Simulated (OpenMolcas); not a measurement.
A calculation on Sc.

```
Program             : OpenMolcas
Method              : MS-CASPT2, IPEA 0.25 Eh, imaginary shift 0.1 Eh (closed shells correlated: 3s 3p)
Basis               : ANO-RCC-VTZP [6s5p3d2f1g]
Scalar Hamiltonian  : DKH2, point nucleus
Active space        : 3 electrons in 11 orbitals (3d 4s 4d)
State averaging     : 2S+1 = 2 even, 29 roots; 2S+1 = 4 even, 10 roots kept (CI in the orbitals of an earlier block)
Spin-orbit coupling : state interaction with AMFI integrals over the reference wave functions, term energies averaged over their components
```

(1) Which level of the active space comes out lowest?

(2) How high does 3d² 4s ⁴F_9/2 lie?

(3) How high does 3d² 4s ⁴P_1/2 lie?

(4) How high does 3d² 4s ⁴F_5/2 lie?

Measured values: NIST Handbook of Basic Atomic Spectroscopic Data.

## Answers

(1) 3d 4s² ²D_3/2, with 99 % of that term; it is also the measured ground level.

(2) 1.173 eV above the lowest level; measured 1.4478 eV above the ground level, so the calculation is off by -19 %.

(3) 1.977 eV above the lowest level.

(4) 1.155 eV above the lowest level; measured 1.4330 eV above the ground level, so the calculation is off by -19 %.

CASPT2 does not keep the components of a term degenerate, so their means are used; among the terms shown or strongly mixed into the levels shown the widest spread is 630 cm-1 (3d² 4s ⁴F). Terms from blocks run as CI alone lack orbitals of their own. Active for correlation alone: 4d; no level in the range computed is led by a configuration that fills it, so any true level of that kind is missing. Computed and measured levels are paired by configuration, term and J; levels that our copy of the source lacks, or whose pairing is in doubt (as where it misses far off the trend of its configuration), stay unpaired and out of the deviations. Only configurations of the active space appear.
